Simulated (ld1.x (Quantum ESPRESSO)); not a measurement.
Co (Z = 27): variants of one ultrasoft potential

Base potential:

```
Element                 : cobalt
Generator               : ld1.x (Quantum ESPRESSO) 7.5
Type                    : ultrasoft
Functional              : LDA (PZ)
Relativity              : scalar-relativistic
Frozen core             : [Ne]
Valence charge          : 17
Reference configuration : 3s2 3p6 3d7 4s2 4p0
Partial waves           : 3s (bound): rcut 1.10, rcutus 1.45 bohr; 4s (bound): rcut 1.10, rcutus 1.45 bohr; 3p (bound): rcut 1.15, rcutus 1.30 bohr; 4p (bound, empty): rcut 1.15, rcutus 1.30 bohr; 3d (bound): rcut 1.20, rcutus 1.40 bohr; 3d channel at -0.15 Ry: rcut 1.20, rcutus 1.40 bohr
Local potential         : all-electron potential smoothed inside 1.35 bohr (lloc = -2)
Core correction         : none
Augmentation charge     : PSQ, inside the norm-conserving radii
```

Cutoffs, loose and tight: the cutoffs (Ry, on a coarse ladder) from which the occupation-weighted sum of valence levels, in a spherical-Bessel basis at the reference potential, stays within 10 and 1 mRy of its value at 400 Ry. They do not see the model core or the augmentation charge, which bear on the density cutoff. Test errors are all-electron minus pseudo excitation energies from the reference, over the configurations 3s2 3p6 3d7 4s1 4p0; 3s2 3p6 3d7 4s0 4p0; 3s2 3p6 3d6 4s0 4p0; 3s2 3p6 3d8 4s0 4p0; 3s2 3p6 3d7 4s1 4p1; 3s2 3p5 3d7 4s2 4p0; 3s2 3p6 3d5 4s0 4p0 (two spin-polarised tests are not counted in the largest error). A dash means not determined; rows that change the core or the reference have their own tests. The largest error is taken over the tests solved by every variant that gives reliable tests at all: 3s2 3p5 3d7 4s2 4p0; 3s2 3p6 3d6 4s0 4p0; 3s2 3p6 3d7 4s0 4p0; 3s2 3p6 3d7 4s1 4p0; 3s2 3p6 3d7 4s1 4p1; 3s2 3p6 3d8 4s0 4p0.

Cutoffs are not given where the Bessel-basis levels miss the radial ones by over 6 mRy, ghosts where they miss by over 20 mRy; a channel whose overlap is not positive is not tested.

A file whose overlap is not positive is unfit for use, and its test errors describe a broken file.

| change | outcome | cutoff, loose | cutoff, tight | bound ghosts | largest test error (meV) |
| --- | --- | --- | --- | --- | --- |
| base | generated | 70 Ry | 120 Ry | none | -106 |
| waves 3s (bound): rcut 1.10, rcutus 1.70 bohr; 4s (bound): rcut 1.10, rcutus 1.70 bohr | generated | 70 Ry | 120 Ry | none | test run stopped at test 1 of 9 (negative rho) |
| waves 3d (bound): rcut 1.20, rcutus 1.90 bohr; 3d channel at -0.15 Ry: rcut 1.20, rcutus 1.90 bohr | generated | 50 Ry | 90 Ry | none | -384 |
| local potential all-electron potential smoothed inside 1.00 bohr (lloc = -1) | generated, overlap not positive | – | – | not determined (overlap not positive) | -100 |
| reference 3s2 3p6 3d7 4s0.5 4p0 | generated | 70 Ry | 120 Ry | none | +12 |

**Question.** What comes out with this change to the base: core [Ne] 3s2, valence charge 15; reference 3p6 3d7 4s1.75 4p0.25; waves now 4s (bound): rcut 1.55, rcutus 2.15 bohr; 4s channel at 2.95 Ry: rcut 1.55, rcutus 2.15 bohr; 3p (bound): rcut 1.15, rcutus 1.45 bohr; 4p (bound): rcut 1.15, rcutus 1.45 bohr; 3d (bound): rcut 1.50, rcutus 1.65 bohr; 3d channel at -0.15 Ry: rcut 1.50, rcutus 1.65 bohr; local potential all-electron potential smoothed inside 1.75 bohr (lloc = -1); core correction Bessel-smoothed model core inside 1.05 bohr?

**Answer.** outcome: generated; cutoff, loose: 50 Ry; cutoff, tight: 80 Ry; bound ghosts: none; largest test error (meV): test run stopped at test 1 of 9 (negative rho).

**Question.** What comes out with this change to the base: waves 3p (bound): rcut 0.76, rcutus 0.80 bohr; 4p (bound): rcut 0.76, rcutus 0.80 bohr?

**Answer.** outcome: generated; cutoff, loose: 120 Ry; cutoff, tight: 230 Ry; bound ghosts: none; largest test error (meV): +22.
